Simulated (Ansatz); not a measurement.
Total energies of `CCCCCCCCCCCCCCSC(C)=O` from Ansatz at PBE0-D4/def2-TZVP, gas phase (1 Eh = 27.2114 eV = 2625.5 kJ/mol). The reference geometry is relaxed at PBE-D4/def2-SVP.

```json
{"state": "charge 0 singlet", "geometry": "reference", "energy (Eh)": "-1101.72434"}
{"state": "charge 1 doublet", "geometry": "reference", "energy (Eh)": "-1101.39781"}
{"state": "charge -1 doublet", "geometry": "reference", "energy (Eh)": "-1101.68279"}
{"state": "charge -1 doublet", "geometry": "relaxed at PBE-D4/def2-SVP", "energy (Eh)": "-1101.70228"}
{"state": "free C atom (triplet)", "geometry": "–", "energy (Eh)": "-37.80537"}
{"state": "free S atom (triplet)", "geometry": "–", "energy (Eh)": "-397.97371"}
{"state": "free O atom (triplet)", "geometry": "–", "energy (Eh)": "-75.01860"}
{"state": "free H atom (doublet)", "geometry": "–", "energy (Eh)": "-0.50104"}
```

Single mean-field runs in def2-TZVP are fitted with def2-universal-jkfit.

**Question.** Work out the vertical ionisation energy to the doublet.

**Answer.** E(charge 1 doublet) − E(charge 0 singlet) = -1101.39781 − (-1101.72434) = 0.32653 Eh = 8.89 eV. For comparison, −ε of the highest occupied level is 7.13 eV at this level, 1.76 eV less.

**Question.** Work out the vertical electron affinity, to the doublet.

**Answer.** E(charge 0 singlet) − E(charge -1 doublet) = -1101.72434 − (-1101.68279) = -0.04155 Eh = -1.13 eV; negative, so the extra electron isn't bound. The basis lacks diffuse functions, which makes affinities too small.

**Question.** Give the fundamental gap IE − EA, the Mulliken electronegativity (IE + EA)/2 and the hardness (IE − EA)/2.

**Answer.** From the values in Eh: IE − EA = 0.32653 − (-0.04155) = 0.36808 Eh = 10.02 eV; (IE + EA)/2 = 3.88 eV; (IE − EA)/2 = 5.01 eV. The HOMO–LUMO gap of the same run is 6.62 eV, 3.40 eV smaller than the fundamental gap.

**Question.** How much does the charge -1 doublet relax, and what is the adiabatic electron affinity?

**Answer.** Relaxation: -1101.68279 − (-1101.70228) = 0.01949 Eh = 0.53 eV. Adiabatic electron affinity: -0.02206 Eh = -0.60 eV, without zero-point energy. 

**Question.** What is the binding energy per atom against free atoms?

**Answer.** Atoms: 16 × (-37.80537) + 1 × (-397.97371) + 1 × (-75.01860) + 32 × (-0.50104) = -1093.91151 Eh. Binding: -1093.91151 − (-1101.72434) = 7.81283 Eh = 212.60 eV, or 4.25 eV for each of 50 atoms (no zero-point energy, no counterpoise term).

At PBE0-D4/def2-TZVP the highest occupied level of the charge -1 doublet lies above zero (up to 2.44 eV). By energy differences it is unbound by 1.13 eV (vertical, against the charge 0 singlet, at PBE0-D4/def2-TZVP) and held by the finite basis. At PBE0-D4/def2-TZVP the highest occupied level of the relaxed charge -1 doublet lies above zero (up to 1.22 eV). By energy differences it is unbound by 0.60 eV (each at its own geometry, against the charge 0 singlet, at PBE0-D4/def2-TZVP) and held by the finite basis.
